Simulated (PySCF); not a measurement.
Isomers C$_{6}$H$_{8}$O$_{2}$:

A. SMILES C1=C(OCC)OC=C1
B. `COCc1ccoc1`
C. SMILES O=C(C(=C)C1CC1)O

Spectrum 1. ¹H NMR (500 MHz, computed): δ 7.57 (m, 1H), 7.44 (m, 1H), 6.85 (m, 1H), 4.63 (s, 2H), 3.26 (s, 3H). ¹³C{¹H} NMR (computed): δ 148.7 (CH), 146.4 (CH), 130.8 (C), 118.2 (CH), 69.0 (CH2), 57.8 (CH3).

Spectrum 2. ¹H NMR (500 MHz, computed): δ 6.93 (m, 1H), 6.59 (m, 1H), 5.56 (m, 1H), 4.49 (q, 2H), 1.32 (t, 3H). ¹³C{¹H} NMR (computed): δ 167.2 (C), 134.7 (CH), 119.3 (CH), 89.8 (CH), 65.8 (CH2), 17.6 (CH3).

Spectrum 3. ¹H NMR (500 MHz, computed): δ 6.80 (br s, 1H), 6.28 (br s, 1H), 5.34 (br s, 1H), 2.20 (m, 1H), 1.03 (m, 2H), 0.45 (m, 2H). ¹³C{¹H} NMR (computed): δ 170.5 (C), 151.1 (C), 128.3 (CH2), 17.2 (CH2), 11.3 (CH).

Equivalent nuclei averaged, no solvent, single conformer, no relativistic terms. Shieldings: GIAO PBE0/pcSseg-1; geometry: GFN2-xTB; PySCF.

Chemical shifts δ = σref − σ; TMS for ¹H (31.72 ppm), ¹³C (186.93 ppm), all at this level. Where no couplings were computed, multiplicities follow the n + 1 count of equivalent neighbours, and m marks all less simple cases (inequivalent or close neighbours, rings, F or P nearby). Acid and N–H amide carbonyl carbons lie up to 10 ppm further downfield in solution (hydrogen bonding). Shifts are as computed. Against solution values, carbons near 30 ppm lie about +3 ppm off and those near 130 ppm about +5 ppm. Of 1211 compounds with measured shifts, 218 miss one by over three times the rms of a fit or turn the order of signals round; such compounds aren't used in these exercises. OH and NH positions are gas-phase values without hydrogen bonding to other molecules.

Problem. Match each spectrum to its structure.

Solution. 1–B, 2–A, 3–C.

- Spectrum 1 (B): 6 ¹³C signals; δC 69.0 is an sp3 CH2 bonded to O, on an aromatic ring; δC 57.8 is a methyl carbon bonded to O.
- Spectrum 2 (A): 6 ¹³C signals; δC 167.2 is an aromatic carbon bearing oxygen; δC 89.8 is an aromatic CH.
- Spectrum 3 (C): 5 ¹³C signals; δC 170.5 is a carboxylic acid carbon; δC 151.1 is an α carbon of a C=C–C=O unit.
